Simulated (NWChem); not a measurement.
The numbers come from NWChem runs, not from measurements. System: H$_{2}$OSSn, charge 0, spin multiplicity 1, at a geometry optimised with PBE/def2-SVP with def2 effective core potentials on Sn. The structure started from a generated list of species. Level: MP2/def2-TZVP with def2 effective core potentials on Sn, 10 core orbitals frozen.

Input file:

```
start mol
memory heap 200 mb stack 800 mb global 1000 mb
geometry units angstroms nocenter noautoz
  Sn     0.449489    -0.382246     0.000000
  O      1.279012     1.464778     0.000000
  H      0.619773     2.186876     0.000000
  S     -1.932818     0.381628     0.000000
  H     -2.401206    -0.898840     0.000000
  symmetry group Cs
end
basis spherical
  * library def2-tzvp
end
ecp
  Sn library def2-ecp
end
scf
  rhf
  nopen 0
  maxiter 100
  thresh 1e-7
  semidirect memsize 60000000 filesize 0
end
mp2
  freeze core 10
end
task mp2 energy
```

Part of the output:

```
             Northwest Computational Chemistry Package (NWChem) 7.3.0
             --------------------------------------------------------

                                NWChem Input Module
                                -------------------

 Scaling coordinates for geometry "geometry" by  1.889725989
 (inverse scale =  0.529177249)

 Turning off AUTOSYM since
 SYMMETRY directive was detected!

                             Geometry "geometry" -> ""
                             -------------------------

 Output coordinates in angstroms (scale by  1.889725989 to convert to a.u.)

  No.       Tag          Charge          X              Y              Z
 ---- ---------------- ---------- -------------- -------------- --------------
    1 Sn                  50.0000     0.44948900    -0.38224600     0.00000000
    2 O                    8.0000     1.27901200     1.46477800     0.00000000
    3 H                    1.0000     0.61977300     2.18687600     0.00000000
    4 S                   16.0000    -1.93281800     0.38162800     0.00000000
    5 H                    1.0000    -2.40120600    -0.89884000     0.00000000

 Effective nuclear repulsion energy (a.u.)     327.4888063018

            Nuclear Dipole moment (a.u.)
            ----------------------------
        X                 Y               Z
 ---------------- ---------------- ----------------
     0.0000472431     0.0000151178     0.0000000000

      Symmetry information
      --------------------

 Group name             Cs
 Group number              2
 Group order               2
 No. of unique centers     5

      Symmetry unique atoms

     1    2    3    4    5


 Summary of "ao basis" -> "" (spherical)
 ------------------------------------------------------------------------------
       Tag                 Description            Shells   Functions and Types
 ---------------- ------------------------------  ------  ---------------------
 *                         def2-tzvp                  on all atoms

 Summary of "ao basis" -> "ao basis" (spherical)
 ------------------------------------------------------------------------------
[...]
     1   1 0 0     -0.014055      0.000000    -23.783462
     1   0 1 0     -0.898536      0.000000     20.225541
     1   0 0 1     -0.000000      0.000000      0.000000

     2   2 0 0    -38.224493      0.000000    298.020805
     2   1 1 0     -0.427253      0.000000     10.426073
     2   1 0 1     -0.000000      0.000000      0.000000
     2   0 2 0    -32.236743      0.000000    101.059833
     2   0 1 1      0.000000      0.000000      0.000000
     2   0 0 2    -32.015995      0.000000      0.000000

                   NWChem MP2 Semi-direct Energy/Gradient Module
                   ---------------------------------------------

  Basis functions       =    130
  Molecular orbitals    =    130
  Frozen core           =     10
  Frozen virtuals       =      0
  Active alpha occupied =     14
  Active beta occupied  =     14
  Active alpha virtual  =    106
  Active beta virtual   =    106
  Use MO symmetry       = T
  Use skeleton AO sym   = T

  AO/Fock/Back tols     =   1.0D-09  1.0D-09  1.0D-09

 GA uses MA = F    GA memory limited = T

 Available:
  local mem=  1.15D+08
 global mem=  1.31D+08
 local disk=  0.00D+00
  mp2_memr nvloc                   106
  nvloc new                   106
   1 passes of  14:        5242880                     108646                  41064823.
   1 passes of  14: M    114663790           G      131038200           F     109420910.

 Semi-direct pass number   1 of   1  for RHF alpha+beta  at        6.7s
  vrange nnbf                  8133
  mp2_eaftype                   156  avail_ma_in_mb                   999
 EAF : mp2_eaftype filesize         156   20532411.
  mp2_eaf for mointskh                    156
Node 0 wrote     96.6 Mb in      0.0 s     Agg I/O rate:  2162.3 Mb/s
 Done moints_semi at       16.5s
  mp2_eaftype                   156  avail_ma_in_mb                   843
 EAF : mp2_eaftype filesize         156   20532411.
  mp2_eaf for kh                   156
 Done maket at       17.0s
 Done multipass loop at       17.0s

          -------------------------------------------
          SCF energy                -687.016193234601
          Correlation energy          -0.722397725209
          Singlet pairs               -0.407867970878
          Triplet pairs               -0.314529754331
          Total MP2 energy          -687.738590959810
          -------------------------------------------

          ---------------------------------------------------
                    Spin Component Scaled (SCS) MP2
          Same spin pairs                     -0.209686502887
          Same spin scaling factor             0.333333333333
          Opposite spin pairs                 -0.512711222321
          Opposite spin scaling fact.          1.200000000000
          SCS-MP2 correlation energy          -0.685148967748
          Total SCS-MP2 energy              -687.701342202349
          ---------------------------------------------------

 -----------------------
 Performance information
 -----------------------

 Timer overhead =  1.89D-07 seconds/call

               Nr. of calls         CPU time (s)                 Wall time (s)                GFlops
             ---------------    -------------------     ------------------------------   -------------------
Name         Min   Avg   Max    Min     Avg     Max     Min     Avg     Max   Mx/calls   Min     Max     Sum
mp2: moin     1     1     1    9.8     9.8     9.8      9.8     9.8     9.8     9.8      0.0     0.0     0.0
mp2: make     1     1     1   0.42    0.42    0.42     0.42    0.42    0.42    0.42      0.0     0.0     0.0
mp2: tota     1     1     1    10.     10.     10.      10.     10.     10.     10.      0.0     0.0     0.0

 The average no. of pstat calls per process was 3.00D+00
 with a timing overhead of 5.68D-07s

 Task  times  cpu:       16.9s     wall:       16.9s

 Total times  cpu:       17.0s     wall:       17.0s
```
